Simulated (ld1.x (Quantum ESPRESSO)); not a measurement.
**technetium (Tc): TM pseudisation with LDA (PZ), fully relativistic reference atom.**

* Element: Tc (Z = 43)
* Generator: ld1.x (Quantum ESPRESSO) 7.5
* Type: norm-conserving Troullier–Martins (Kleinman–Bylander form)
* Functional: LDA (PZ)
* Relativity: fully relativistic
* Frozen core: [Kr]
* Valence charge: 7
* Reference configuration: 4d6 5s1 5p0
* Partial waves: 5s (bound): rc 2.50 bohr; 5p (bound, empty): rc 3.20 bohr; 4d (bound): rc 1.70 bohr
* Local potential: all-electron potential smoothed inside 1.55 bohr (lloc = -2)
* Core correction: none

Open shells are filled in proportion to 2j + 1 (rel_dist='average').

All-electron outer shells of the reference configuration (LDA (PZ), scalar-relativistic, ld1.x):

| shell | level (eV) | outermost node (bohr) | outermost maximum (bohr) |
| --- | --- | --- | --- |
| 4s | -70.41 | 0.50 | 0.95 |
| 4p | -42.55 | 0.51 | 1.03 |
| 4d | -4.67 | 0.50 | 1.30 |
| 5s | -4.43 | 1.29 | 2.83 |
| 5p | -1.10 | 1.47 | 3.91 |

Calculated quality:

| Item | Value |
| --- | --- |
| Cutoffs needed | 45 Ry and 55 Ry (the cutoffs (Ry, on a coarse ladder) from which the occupation-weighted sum of valence levels, in a spherical-Bessel basis at the reference potential, stays within 10 and 1 mRy of its value at 400 Ry) |
| Ghost test | ghost state, extra bound levels that the all-electron valence spectrum of the same l lacks: s at -27.9 eV; a true bound ghost makes a file unfit for plane-wave use (spherical-Bessel basis up to 400 Ry, 20 bohr box) |
| Largest excitation error | -181 meV (all-electron minus pseudo) for 4d3 5s0 5p0, out of 7 test configurations |

Generation and tests took about 1.3 s on one core of a shared server CPU.
